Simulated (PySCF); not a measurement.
GaClBr2, SMILES [Cl][Ga]([Br])[Br].

Coordinates come from a B3LYP-D3(BJ)/def2-SVP optimisation.

Level of theory: TDA-LC-ωPBE/def2-SVPD (PySCF 2.14.0).

Vertical excitations.  State labels are in the subgroup C2v.

Computed UV-visible absorptions:
```json
[
 {"state": "S1", "symmetry": "B2", "energy (eV)": "5.91", "λ (nm)": "210", "f": "0.011", "main pairs": "HOMO→LUMO 90 %"},
 {"state": "S2", "symmetry": "A2", "energy (eV)": "6.04", "λ (nm)": "205", "f": "0.000", "main pairs": "HOMO−1→LUMO 91 %"},
 {"state": "S3", "symmetry": "A1", "energy (eV)": "6.27", "λ (nm)": "198", "f": "0.052", "main pairs": "HOMO−2→LUMO 87 %"},
 {"state": "S4", "symmetry": "B1", "energy (eV)": "6.35", "λ (nm)": "195", "f": "0.012", "main pairs": "HOMO−3→LUMO 90 %"},
 {"state": "S5", "symmetry": "A2", "energy (eV)": "6.52", "λ (nm)": "190", "f": "0.000", "main pairs": "HOMO→LUMO+1 97 %"},
 {"state": "S6", "symmetry": "B2", "energy (eV)": "6.68", "λ (nm)": "186", "f": "0.032", "main pairs": "HOMO−4→LUMO 62 %, HOMO−1→LUMO+1 31 %"},
 {"state": "S7", "symmetry": "B1", "energy (eV)": "6.79", "λ (nm)": "183", "f": "0.000", "main pairs": "HOMO−2→LUMO+1 97 %"},
 {"state": "S8", "symmetry": "A2", "energy (eV)": "7.10", "λ (nm)": "175", "f": "0.000", "main pairs": "HOMO−4→LUMO+1 97 %"},
 {"state": "S9", "symmetry": "B2", "energy (eV)": "7.14", "λ (nm)": "174", "f": "0.154", "main pairs": "HOMO−1→LUMO+1 54 %, HOMO−4→LUMO 20 %, HOMO−6→LUMO 17 %"},
 {"state": "S10", "symmetry": "B1", "energy (eV)": "7.21", "λ (nm)": "172", "f": "0.043", "main pairs": "HOMO−5→LUMO 88 %"},
 {"state": "T1", "symmetry": "B2", "energy (eV)": "5.41", "λ (nm)": "229", "f": "0", "main pairs": "HOMO→LUMO 88 %"},
 {"state": "T2", "symmetry": "A2", "energy (eV)": "5.60", "λ (nm)": "221", "f": "0", "main pairs": "HOMO−1→LUMO 87 %"},
 {"state": "T3", "symmetry": "A1", "energy (eV)": "5.67", "λ (nm)": "218", "f": "0", "main pairs": "HOMO−2→LUMO 87 %"},
 {"state": "T4", "symmetry": "B1", "energy (eV)": "5.85", "λ (nm)": "212", "f": "0", "main pairs": "HOMO−3→LUMO 85 %"}
]
```
Triplets are in the Tamm–Dancoff approximation.
